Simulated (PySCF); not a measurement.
C7H8F4.
Numbering: `[F:1][C@@H:2]1[CH2:3][C@@H:4]2[CH2:5][C@@H:6]([C:7]([F:8])([F:9])[F:10])[C@H:11]12` (hydrogens: H12 on C2; H13, H14 on C3; H15 on C4; H16, H17 on C5; H18 on C6; H19 on C11)

Torsions of this conformer, `[F:1][C@@H:2]1[CH2:3][C@@H:4]2[CH2:5][C@@H:6]([C:7]([F:8])([F:9])[F:10])[C@H:11]12`: C5–C6–C7–F8 53°.

The closed-shell ground state was solved at several levels (PySCF, density fitting, gas phase, non-relativistic). Isolated species at its PBE0-D3(BJ)/def2-SVP geometry, gas phase.

```tsv
level	basis functions	total energy (Eh)	HOMO (eV)	LUMO (eV)	gap (eV)	dipole (D)
B3LYP/pcJ-1	377	-670.9034	-8.22	0.74	8.96	3.06
PBE0/def2-SVPD	296	-669.7485	-8.48	0.51	8.99	3.23
KT2/pcSseg-2	508	-681.1383	-7.13	-0.27	6.86	3.05
```

Q: What might PBE0/pcSseg-1 (227 basis functions) give for the same quantities?

A: Total energy -670.1420 Eh, HOMO -8.44 eV, LUMO 1.03 eV, gap 9.47 eV, dipole 3.05 D.

Q: Over all these levels, which gives the widest orbital gap and which the narrowest?

A: PBE0/pcSseg-1 (global hybrid, 25 % exact exchange) has the widest, 9.47 eV, and KT2/pcSseg-2 (GGA) the narrowest, 6.86 eV. Functional and basis both differ between the two, so the spread mixes both effects.

Q: How far do the dipole and the HOMO energy spread over the levels?

A: The dipole runs from 3.05 to 3.23 D (mean 3.10 D) and the HOMO from -8.48 to -7.13 eV.
